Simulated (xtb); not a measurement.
xtb input (GFN1-xTB):

```bash
xtb mol.xyz --gfn 1 --sp --chrg 0 --uhf 0
```
mol.xyz:
```
3

Zn     0.00000000     0.00000000     0.00000000
Cl     0.00000000     0.00000000     2.09825127
Cl    -0.00000000    -0.00000000    -2.09825127
```

End of the output:

```
         :::::::::::::::::::::::::::::::::::::::::::::::::::::
         ::                     SUMMARY                     ::
         :::::::::::::::::::::::::::::::::::::::::::::::::::::
         :: total energy              -9.379529278942 Eh    ::
         :: gradient norm              0.010396938301 Eh/a0 ::
         :: HOMO-LUMO gap              5.157587978501 eV    ::
         ::.................................................::
         :: SCC energy                -9.390618780120 Eh    ::
         :: -> electrostatic           0.012555965860 Eh    ::
         :: repulsion energy           0.011999879449 Eh    ::
         :: dispersion energy         -0.000910378271 Eh    ::
         :: halogen bond corr.         0.000000000000 Eh    ::
         :: add. restraining           0.000000000000 Eh    ::
         :: total charge              -0.000000000000 e     ::
         :::::::::::::::::::::::::::::::::::::::::::::::::::::

           -------------------------------------------------
          |                Property Printout                |
           -------------------------------------------------

    * Orbital Energies and Occupations

         #    Occupation            Energy/Eh            Energy/eV
      -------------------------------------------------------------
         1        2.0000           -0.9077182             -24.7003
         2        2.0000           -0.8964798             -24.3945
         3        2.0000           -0.5325660             -14.4919
         4        2.0000           -0.4874761             -13.2649
         5        2.0000           -0.4874761             -13.2649
         6        2.0000           -0.4748451             -12.9212
         7        2.0000           -0.4718102             -12.8386
         8        2.0000           -0.4718102             -12.8386 (HOMO)
         9                         -0.2822724              -7.6810 (LUMO)
        10                         -0.1614420              -4.3931
        11                         -0.1614420              -4.3931
        12                         -0.0354909              -0.9658
        13                         -0.0354909              -0.9658
        14                         -0.0354656              -0.9651
        15                         -0.0354656              -0.9651
        16                         -0.0353172              -0.9610
        17                         -0.0353172              -0.9610
        18                         -0.0351330              -0.9560
        19                         -0.0157974              -0.4299
       ...                                ...                  ...
Note: The following floating-point exceptions are signalling: IEEE_DENORMAL
normal termination of xtb
        22                          0.3102819               8.4432
      -------------------------------------------------------------
                  HL-Gap            0.1895379 Eh            5.1576 eV
             Fermi-level           -0.3770413 Eh          -10.2598 eV

  Mulliken/CM5 charges         n(s)   n(p)   n(d)
     1Zn    0.53706  0.65128   0.830  0.633  0.000
     2Cl   -0.26853 -0.32564   1.916  5.355 -0.003
     3Cl   -0.26853 -0.32564   1.916  5.355 -0.003

Wiberg/Mayer (AO) data.
largest (>0.10) Wiberg bond orders for each atom

 ---------------------------------------------------------------------------
     #   Z sym  total        # sym  WBO       # sym  WBO       # sym  WBO
 ---------------------------------------------------------------------------
     1  30 Zn   2.103 --     3 Cl   1.052     2 Cl   1.052
     2  17 Cl   1.221 --     1 Zn   1.052     3 Cl   0.169
     3  17 Cl   1.221 --     1 Zn   1.052     2 Cl   0.169
 ---------------------------------------------------------------------------

Topologies differ in total number of bonds
Writing topology from bond orders to xtbtopo.mol

 dipole moment from electron density (au)
     X       Y       Z
  -0.0000   0.0000   0.0000  total (Debye):    0.000

           -------------------------------------------------
          | TOTAL ENERGY               -9.379529278942 Eh   |
          | GRADIENT NORM               0.010396938301 Eh/α |
          | HOMO-LUMO GAP               5.157587978501 eV   |
           -------------------------------------------------

------------------------------------------------------------------------
------------------------------------------------------------------------
 total:
 SCF:
```
